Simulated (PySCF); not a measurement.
Record of a relaxation.

C₄H₇PSi.
Numbering: `[SiH3:1][c:2]1[cH:3][cH:4][pH:5][cH:6]1` (hydrogens: H7, H8, H9 on Si1; H10 on C3; H11 on C4; H12 on P5; H13 on C6)

Method: CAM-B3LYP/def2-SV(P) geometry optimisation, gas phase (PySCF 2.14.0); density fitting, grid level 1; the optimiser is geomeTRIC in internal coordinates, started from a GFN2-xTB structure. The frame can shift and turn from step to step; on so coarse a grid that alone can change the energy by a few meV, and forces under 0.02 eV/Å are noise.

Step 0: E = -21415.9095 eV, largest atomic force 0.903 eV/Å
```
atom  x, y, z in Å  |  force x, y, z in eV/Å
Si1    -2.147   -0.062    0.302    0.885  -0.100  -0.147
C2     -0.293   -0.125   -0.012   -0.607  -0.373   0.196
C3      0.460    1.043   -0.413    0.301   0.153  -0.051
C4      1.777    0.835   -0.581    0.122  -0.120  -0.137
P5      2.188   -0.912   -0.411   -0.213   0.028  -0.478
C6      0.491   -1.219    0.116   -0.022  -0.057  -0.094
H7     -2.588   -1.358    0.819   -0.239  -0.487   0.209
H8     -2.833    0.242   -0.956   -0.372   0.133  -0.430
H9     -2.417    1.001    1.275   -0.215   0.389   0.354
H10    -0.022    2.001   -0.536   -0.162   0.569  -0.128
H11     2.495    1.578   -0.884    0.311   0.492  -0.132
H12     2.745   -0.826    0.867    0.463  -0.102   0.635
H13     0.139   -2.197    0.397   -0.252  -0.523   0.204
```

Step 1: E = -21416.0042 eV, largest atomic force 0.210 eV/Å
```
atom  x, y, z in Å  |  force x, y, z in eV/Å
Si1    -2.229   -0.078    0.276   -0.102   0.040   0.049
C2     -0.375   -0.100    0.015    0.005   0.029  -0.034
C3      0.400    1.082   -0.391   -0.073   0.059   0.014
C4      1.729    0.881   -0.516    0.046   0.020   0.012
P5      2.122   -0.874   -0.312    0.075   0.024   0.188
C6      0.411   -1.193    0.194   -0.022  -0.048   0.027
H7     -2.688   -1.403    0.794    0.050   0.025  -0.021
H8     -2.964    0.227   -0.992    0.055  -0.023   0.011
H9     -2.596    0.988    1.262    0.017  -0.042  -0.024
H10    -0.079    2.054   -0.564    0.029  -0.054  -0.017
H11     2.446    1.651   -0.811   -0.026  -0.046   0.007
H12     2.759   -0.849    0.977   -0.076  -0.024  -0.195
H13     0.042   -2.178    0.497    0.021   0.040  -0.016
```

Step 2: E = -21416.0073 eV, largest atomic force 0.075 eV/Å
```
atom  x, y, z in Å  |  force x, y, z in eV/Å
Si1    -2.231   -0.078    0.278   -0.028   0.019   0.013
C2     -0.377   -0.090    0.020    0.029   0.023  -0.009
C3      0.400    1.090   -0.388   -0.012  -0.031   0.010
C4      1.729    0.882   -0.509    0.027   0.020  -0.016
P5      2.116   -0.875   -0.313   -0.038   0.047   0.044
C6      0.406   -1.184    0.201   -0.016  -0.043  -0.010
H7     -2.669   -1.409    0.791    0.012  -0.006  -0.001
H8     -2.954    0.215   -0.997    0.009  -0.005  -0.008
H9     -2.611    0.981    1.262   -0.004  -0.007   0.000
H10    -0.074    2.060   -0.571    0.006  -0.003  -0.004
H11     2.449    1.645   -0.809    0.005   0.001  -0.004
H12     2.761   -0.863    0.961    0.010  -0.016  -0.019
H13     0.034   -2.167    0.503   -0.001   0.000   0.004
```

Step 3: E = -21416.0075 eV, largest atomic force 0.097 eV/Å
```
atom  x, y, z in Å  |  force x, y, z in eV/Å
Si1    -2.233   -0.077    0.278    0.010   0.006  -0.012
C2     -0.378   -0.085    0.024    0.031   0.025   0.002
C3      0.403    1.091   -0.385   -0.040   0.038  -0.009
C4      1.733    0.886   -0.507   -0.032  -0.089   0.020
P5      2.110   -0.872   -0.311   -0.009   0.000  -0.020
C6      0.401   -1.183    0.206    0.043   0.018  -0.025
H7     -2.660   -1.412    0.787   -0.004  -0.009   0.004
H8     -2.948    0.210   -1.002   -0.010   0.002  -0.005
H9     -2.623    0.977    1.262   -0.007   0.004   0.005
H10    -0.070    2.060   -0.573   -0.012   0.018  -0.001
H11     2.453    1.647   -0.813   -0.001   0.004   0.001
H12     2.764   -0.871    0.955    0.030  -0.013   0.034
H13     0.028   -2.165    0.506    0.001  -0.005   0.008
```

Step 4: E = -21416.0079 eV, largest atomic force 0.035 eV/Å
```
atom  x, y, z in Å  |  force x, y, z in eV/Å
Si1    -2.233   -0.077    0.277    0.015  -0.011  -0.012
C2     -0.378   -0.083    0.025   -0.013   0.008   0.009
C3      0.402    1.094   -0.384    0.006  -0.028  -0.002
C4      1.731    0.884   -0.506    0.013  -0.003   0.004
P5      2.110   -0.873   -0.310   -0.026   0.009  -0.021
C6      0.401   -1.181    0.207    0.013   0.011  -0.006
H7     -2.657   -1.414    0.785   -0.007  -0.001   0.002
H8     -2.947    0.209   -1.004   -0.007   0.003   0.001
H9     -2.628    0.976    1.261   -0.003   0.003   0.001
H10    -0.071    2.064   -0.574   -0.002   0.002   0.001
H11     2.452    1.645   -0.812    0.003   0.004   0.002
H12     2.769   -0.877    0.955    0.011   0.000   0.016
H13     0.028   -2.163    0.508   -0.002   0.002   0.005
```

Step 5: E = -21416.0080 eV, largest atomic force 0.020 eV/Å
```
atom  x, y, z in Å  |  force x, y, z in eV/Å
Si1    -2.234   -0.078    0.276    0.005   0.000  -0.004
C2     -0.378   -0.082    0.025    0.005   0.000   0.003
C3      0.403    1.094   -0.384   -0.004   0.006  -0.003
C4      1.732    0.884   -0.504    0.006   0.002  -0.005
P5      2.110   -0.873   -0.311   -0.013   0.011   0.011
C6      0.402   -1.179    0.208    0.000  -0.019   0.000
H7     -2.659   -1.414    0.784    0.000   0.002  -0.001
H8     -2.949    0.208   -1.005    0.000   0.000   0.001
H9     -2.630    0.976    1.259   -0.001   0.000  -0.001
H10    -0.070    2.064   -0.573    0.002   0.000   0.001
H11     2.454    1.645   -0.810   -0.002   0.001   0.001
H12     2.771   -0.878    0.954    0.000  -0.002  -0.004
H13     0.028   -2.160    0.510    0.000  -0.001   0.001
```

Problem. Summarise the path.

Solution. The energy falls by 9.50 kJ/mol from step 0 to step 5; nine tenths of that is first reached at step 1. It falls at every step. The largest force goes from 0.903 to 0.020 eV/Å. Among the bonds P5–H12 changes most, from 1.396 to 1.427 Å; the atoms move by 0.070 Å rms after alignment.

What follows is the cost of the whole optimisation. The run took 51 s on one thread, Arm Neoverse N1 (aarch64) (shared host), and the process peaked at 0.53 GiB of memory.
